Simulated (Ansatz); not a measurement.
Compare A (`C[SiH2]C(C)F`) with its isomer B (`CC(F)C[SiH3]`).

Program: Ansatz. Geometries: PBE0-D4/def2-TZVP. ΔE: electronic, gas phase. CBS: MP2 limit from def2 TZ/QZ plus the TZ coupled-cluster correction, frozen cores. Functionals use def2-TZVPP. B3LYP here is the variant with VWN-RPA as its local correlation; programs differ in this. One conformer a species, not always the lowest.

(1) Which is lower in electronic energy at CCSD(T)/CBS, and by how much? (Best estimate.)

(2) Give E(B) − E(A) in kJ/mol with B3LYP, PBE0-D4, HF/def2-TZVPP, CCSD(T)/def2-SVP, B2PLYP, MP2/def2-TZVPP, LDA (SPW92). (An estimate is asked.)

(3) Does the order hold for the free energy at 298.15 K (harmonic terms from PBE0-D4)? (An estimate is asked.)

Largest T1 diagnostic: 0.011.

Results:

(1) Ansatz gave: A, by 10.4 kJ/mol.

(2) Ansatz gave: B3LYP 13.6, PBE0-D4 12.6, HF/def2-TZVPP 4.5, CCSD(T)/def2-SVP -6.1, B2PLYP 11.6, MP2/def2-TZVPP 8.8, LDA (SPW92) 8.4. The order is the other way round with CCSD(T)/def2-SVP.

(3) The calculation gave: Yes: G(B) − G(A) = +10.3 kJ/mol, for one conformer each.

From BLYP to BHLYP (50 % exact exchange), in def2-TZVPP and without D4, E(B) − E(A) moves by −6.5 kJ/mol. In def2-TZVPP, CCSD(T) changes the Hartree–Fock value by +3.6 kJ/mol (the triples alone add +0.4 kJ/mol) and MP2 by +4.3 kJ/mol.
